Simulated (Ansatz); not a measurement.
Basis sets compared for (HBAsH)3 ring (B₃As₃H₆). Charge 0, multiplicity 1. Geometry PBE-D4/def2-SVP. Ansatz on 4 threads of Arm Neoverse V1 on a shared host; times are rough, and most runs start from earlier orbitals.

```xyz
12

B    -1.0696    0.7443    0.8729
H    -2.1603    0.4682    1.3329
As    0.5258   -0.0193    1.8305
B     0.9746   -1.1998    0.2652
H     0.8523   -2.3969    0.4374
As    1.5720   -0.6423   -1.6017
B     0.7040    1.0534   -1.0019
H     1.5038    1.6831   -0.3259
As   -1.0966    1.8956   -0.8084
H    -0.1773   -1.0409    2.7338
H     0.4171   -1.4439   -2.2334
H    -2.0459    0.8985   -1.5013
```

Binding counts from free atoms (B doublet, H doublet, As quartet) in the same basis, without a counterpoise term.

| level | functions | energy (Eh) | HOMO (eV) | LUMO (eV) | binding per atom (eV) | wall time |
| --- | --- | --- | --- | --- | --- | --- |
| LDA (SPW92)/def2-TZVP | 273 | -6775.0456 | -6.37 | -3.56 | 3.66 | 2.8 s |
| PBE-D4/def2-SVP | 168 | -6783.7495 | -6.18 | -3.30 | 3.24 | 2.6 s |
| PBE-D4/def2-TZVP (with forces) | 273 | -6784.6576 | -6.21 | -3.35 | 3.22 | 6.5 s |
| PBE0-D4/def2-SVP | 168 | -6783.9660 | -7.20 | -2.54 | 3.18 | 4.4 s |
| PBE0-D4/def2-TZVP | 273 | -6784.8709 | -7.19 | -2.55 | 3.16 | 11 s |

(1) Estimate the rows for LDA (SPW92)/def2-TZVPD, PBE-D4/def2-TZVPD, PBE0-D4/def2-TZVPD.

Results:

(1) 
```
                 level  functions  energy (Eh)  HOMO (eV)  LUMO (eV)  binding per atom (eV)  wall time
LDA (SPW92)/def2-TZVPD        327   -6775.0470      -6.38      -3.58                   3.66      4.3 s
     PBE-D4/def2-TZVPD        327   -6784.6590      -6.23      -3.38                   3.22        8 s
    PBE0-D4/def2-TZVPD        327   -6784.8722      -7.20      -2.57                   3.16       15 s
```
